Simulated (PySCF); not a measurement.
# Spectroscopy problems

All values are calculated (PySCF 2.14.0 with density-fitted response routines): shielding tensors at PBE0/pcSseg-1 (GIAO), GFN2-xTB geometry. One conformer, rapidly exchanging positions averaged, in vacuum, no relativistic terms.

Shifts are taken against calculated references (same method and geometry level): ¹H (σref 31.72) and ¹³C (σref 186.93) vs TMS. Where no couplings were computed, multiplicities follow the n + 1 count of equivalent neighbours, and m marks all less simple cases (inequivalent or close neighbours, rings, F or P nearby). Acid and N–H amide carbonyl carbons lie up to 10 ppm further downfield in solution (hydrogen bonding). Shifts are as computed. Against solution values, carbons near 30 ppm lie about +3 ppm off and those near 130 ppm about +5 ppm. Of 1211 compounds with measured shifts, 218 miss one by over three times the rms of a fit or turn the order of signals round; such compounds aren't used in these exercises. OH and NH positions are gas-phase values without hydrogen bonding to other molecules.

Q: C7H13N3. ¹H NMR (600 MHz, computed): δ 7.50 (s, 1H), 4.27 (s, 3H), 1.44 (s, 9H). ¹³C{¹H} NMR (computed): δ 151.2, 135.5, 37.9, 31.8, 30.9. What is it?

A: `Cn1nncc1C(C)(C)C`. The formula gives 3 degrees of unsaturation (1 ring in the answer). 5 carbon signals for 7 carbons: some carbons are equivalent by symmetry or fast rotation. Carbon types of the structure: 2 × C, 1 × CH, 4 × CH3, which accounts for all hydrogens. δC 151.2: substituted aromatic carbon next to a ring nitrogen. δC 135.5: aromatic CH next to a ring nitrogen. δH 7.50: hydrogen on an aromatic CH next to a ring nitrogen; aromatic region. δH 4.27: hydrogen on a methyl carbon bonded to N; its carbon carries N, an electronegative neighbour.

This is the structure that produced the data.

Q: C7H10O2. ¹H NMR (400 MHz, computed): δ 6.08 (br s, 1H), 5.04 (br s, 1H), 4.53 (br s, 1H), 2.12 (s, 3H), 1.74 (m, 1H), 1.59 (m, 1H), 1.55 (m, 1H), 1.09 (m, 1H). ¹³C{¹H} NMR (computed): δ 179.7 (C), 156.9 (C), 109.4 (CH2), 29.5 (CH), 29.2 (CH), 29.1 (CH3), 24.5 (CH2). What is it?

A: SMILES C=C(C)[C@@H]1C[C@H]1C(=O)O. The formula gives 3 degrees of unsaturation (1 ring in the answer). 7 carbon signals for 7 carbons: no two carbons are equivalent. Carbon types of the structure: 2 × C, 2 × CH, 2 × CH2, 1 × CH3, leaving 1 H on heteroatoms. δC 179.7: carboxylic acid carbon; it is a carbonyl in resonance with an O or N lone pair, the region of acids, esters and amides. δC 156.9: fully substituted alkene carbon; the olefinic region. δC 109.4: terminal =CH2 carbon; the olefinic region. δC 29.1: allylic methyl carbon; saturated and bonded to C and H only.

The data come from this structure; uniqueness wasn't tested.
